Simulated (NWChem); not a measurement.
System meant: Si2NH5ClF; SMILES N[Si@H]([SiH2]F)Cl

NWChem input:

```
start job
memory heap 200 mb stack 900 mb global 1100 mb
geometry units angstroms noautoz
  N     -1.997630    -0.511371    -0.236568
  Si    -0.396372    -0.437727     0.389342
  Cl     0.913416    -1.952571    -0.300825
  Si     0.659129     1.552997    -0.259433
  F     -0.117190     2.841059     0.350494
  H     -2.649285    -1.201322     0.120603
  H     -2.185461    -0.305099    -1.210825
  H     -0.503096    -0.655666     1.851693
  H      2.060658     1.568471     0.235746
  H      0.655122     1.661091    -1.744857
end
basis spherical
  * library def2-svp
end
dft
  xc xpbe96 cpbe96
  iterations 4
  mulliken
end
task dft energy
```

End of the output:

```
    Atom       Charge   Shell Charges
 -----------   ------   -------------------------------------------------------
    1 N    7     7.19   1.97  0.71  0.44  2.25  1.81  0.02
    2 Si  14    13.77   2.00  1.93  0.70  0.35  5.81  1.30  1.20  0.48
    3 Cl  17    17.10   2.00  1.96  1.06  0.81  5.82  2.26  3.18  0.02
    4 Si  14    13.63   2.00  1.93  0.70  0.36  5.81  1.28  1.12  0.43
    5 F    9     9.19   1.98  1.02  0.77  3.21  2.21  0.01
    6 H    1     0.93   0.59  0.21  0.13
    7 H    1     0.93   0.59  0.21  0.13
    8 H    1     1.09   0.65  0.41  0.03
    9 H    1     1.09   0.64  0.42  0.03
   10 H    1     1.09   0.64  0.42  0.03

 center of mass
 --------------
 x =   0.04889651 y =  -0.00044713 z =   0.01531456

 moments of inertia (a.u.)
 ------------------
        1390.350287653524           0.000000000000          -0.000000000000
           0.000000000000         487.919349420376           0.000000000001
          -0.000000000000           0.000000000001        1751.596404935022

     Multipole analysis of the density
     ---------------------------------

     L   x y z        total         alpha         beta         nuclear
     -   - - -        -----         -----         ----         -------
     0   0 0 0     -0.000000    -33.000000    -33.000000     66.000000

     1   1 0 0     -0.614644     -0.307322     -0.307322     -0.000000
     1   0 1 0     -0.246555     -0.123277     -0.123277      0.000000
     1   0 0 1     -0.360666     -0.180333     -0.180333      0.000000

     2   2 0 0    -34.951285   -138.809167   -138.809167    242.667049
     2   1 1 0      3.747737     -7.094026     -7.094026     17.935788
     2   1 0 1      1.354233     -0.201523     -0.201523      1.757279
     2   0 2 0    -43.276459   -347.805269   -347.805269    652.334078
     2   0 1 1     -0.471863      2.530286      2.530286     -5.532435
     2   0 0 2    -36.756272    -41.701749    -41.701749     46.647226

 ------------------------------------------------------------------------
 dft energy failed                                                                                  0
 ------------------------------------------------------------------------
 ------------------------------------------------------------------------
  current input line :
    23: task dft energy
 ------------------------------------------------------------------------
 ------------------------------------------------------------------------
 This type of error is most commonly associated with calculations not reaching convergence criteria
 ------------------------------------------------------------------------
 For more information see the NWChem manual at https://nwchemgit.github.io

0:dft energy failed:Received an Error in Communication
```

Task: What is wrong, and how is it mended?

Result: Convergence was not reached. Cause: the SCF was allowed too few iterations. This input runs:
```
start job
memory heap 200 mb stack 900 mb global 1100 mb
geometry units angstroms noautoz
  N     -1.997630    -0.511371    -0.236568
  Si    -0.396372    -0.437727     0.389342
  Cl     0.913416    -1.952571    -0.300825
  Si     0.659129     1.552997    -0.259433
  F     -0.117190     2.841059     0.350494
  H     -2.649285    -1.201322     0.120603
  H     -2.185461    -0.305099    -1.210825
  H     -0.503096    -0.655666     1.851693
  H      2.060658     1.568471     0.235746
  H      0.655122     1.661091    -1.744857
end
basis spherical
  * library def2-svp
end
dft
  xc xpbe96 cpbe96
  iterations 150
  mulliken
end
task dft energy
```
It converges to -1195.80681 Ha (PBE/def2-SVP).
